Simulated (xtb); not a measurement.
A run for xtb: GFN-FF on GeH4OSi (SMILES [OH][Ge][SiH3]), a point of a torsion scan.

```
$ xtb mol.xyz --gfnff --sp --chrg 0 --uhf 0
7

O      2.23480458    -0.08154376    -0.27475847
Ge     1.16908975    -1.31514218     0.41435053
Si    -0.95656736    -0.06775764     0.36798595
H      2.01445125     0.80360358    -0.55940028
H     -1.59289337    -0.05933695    -0.96297734
H     -1.99471528    -0.58764186     1.26906803
H     -0.84361231     1.36461986     0.70834304
```

It printed:

```
[...]
           -------------------------------------------------
          |                Calculation Setup                |
           -------------------------------------------------



          ==================== Thresholds ====================
          CN  :   150.00000
          rep :   500.00000
          disp:  2500.00000
          HB1 :   250.00000
          HB2 :   450.00000

          Pauling EN used:
          Z : 1  EN :  2.20
          Z : 8  EN :  3.44
          Z :14  EN :  1.90
          Z :32  EN :  2.01
          electric field strengths (au): 0.000

           -------------------------------------------------
          |           Force Field Initialization            |
           -------------------------------------------------

          distances ...
          ----------------------------------------
          generating topology and atomic info file ...
          pair mat ...
          computing topology distances matrix with Floyd-Warshall algo ...
          making topology EEQ charges ...
          #fragments for EEQ constrain: 1
          ----------------------------------------
          generating topology and atomic info file ...
          pair mat ...
          computing topology distances matrix with Floyd-Warshall algo ...
          making topology EEQ charges ...
          #fragments for EEQ constrain: 1
          rings ...
          # BATM   14
          # H in HB   4
          doing iterative Hueckel for 1 subsystem(s) ...

  atom   neighbors  erfCN metchar sp-hybrid imet pi  qest     coordinates
    1  O       2    1.91   0.00         3    0    0  -0.467    4.223169   -0.154095   -0.519218
    2  Ge      2    1.84   0.06         2    0    0   0.227    2.209259   -2.485259    0.783009
    3  Si      4    3.41   0.06         3    0    0  -0.001   -1.807650   -0.128043    0.695393
    4  H       1    0.98   0.00         0    0    0   0.213    3.806761    1.518591   -1.057113
    5  H       1    0.96   0.01         0    0    0   0.009   -3.010132   -0.112131   -1.819763
    6  H       1    0.96   0.01         0    0    0   0.009   -3.769466   -1.110482    2.398191
    7  H       1    0.96   0.01         0    0    0   0.009   -1.594196    2.578758    1.338574

          #atoms :   7
          #bonds :   6
          #angl  :   8
          #tors  :   4
          #nmol  :   1
          #optfrag :   1
           -------------------------------------------------
          |                   G F N - F F                   |
          |          A general generic force-field          |
          |                  Version 1.0.3                  |
           -------------------------------------------------
          Number of HB bonds (bound hydrogen)     0
          Number of HB bonds (unbound hydrogen)   24
          Number of XB bonds                      0

 E+G (total)                   0 d,  0 h,  0 min,  0.000 sec
 distance/D3 list               ...        0 min,  0.000 sec (  1.235%)
 non bonded repulsion           ...        0 min,  0.000 sec ( 14.742%)
 dCN                            ...        0 min,  0.000 sec (  3.842%)
 EEQ energy and q               ...        0 min,  0.000 sec (  7.904%)
 D3                             ...        0 min,  0.000 sec ( 14.055%)
 EEQ gradient                   ...        0 min,  0.000 sec (  6.805%)
 bonds                          ...        0 min,  0.000 sec (  9.795%)
 bend and torsion               ...        0 min,  0.000 sec ( 11.070%)
 bonded ATM                     ...        0 min,  0.000 sec (  5.335%)
 HB/XB (incl list setup)        ...        0 min,  0.000 sec ( 20.229%)

         :::::::::::::::::::::::::::::::::::::::::::::::::::::
Note: The following floating-point exceptions are signalling: IEEE_UNDERFLOW_FLAG IEEE_DENORMAL
normal termination of xtb
         ::                     SUMMARY                     ::
         :::::::::::::::::::::::::::::::::::::::::::::::::::::
         :: total energy              -0.632443613096 Eh    ::
         :: gradient norm              0.056857081612 Eh/a0 ::
         ::.................................................::
         :: bond energy               -0.606986757470 Eh    ::
         :: angle energy               0.018481117857 Eh    ::
         :: torsion energy             0.000389625769 Eh    ::
         :: repulsion energy           0.033048406246 Eh    ::
         :: electrostat energy        -0.074574288376 Eh    ::
         :: dispersion energy         -0.002753006378 Eh    ::
         :: HB energy                 -0.000000771142 Eh    ::
         :: XB energy                  0.000000000000 Eh    ::
         :: bonded atm energy         -0.000047939602 Eh    ::
         :: external energy            0.000000000000 Eh    ::
         :: add. restraining           0.000000000000 Eh    ::
         :: total charge              -0.000000000000 e     ::
         :::::::::::::::::::::::::::::::::::::::::::::::::::::

           -------------------------------------------------
          |                Property Printout                |
           -------------------------------------------------

molecular dipole:
                 x           y           z       tot (Debye)
 q only:       -0.633      -0.134       0.183       1.709

           -------------------------------------------------
          | TOTAL ENERGY               -0.632443613096 Eh   |
          | GRADIENT NORM               0.056857081612 Eh/α |
           -------------------------------------------------
########################################################################
[WARNING] Runtime exception occurred
-1- gfnff_setup: Could not read topology file.
########################################################################

------------------------------------------------------------------------
------------------------------------------------------------------------
 total:
 SCF:
```

The run finished.

Cost: about 0.010 core-seconds (a rough figure).
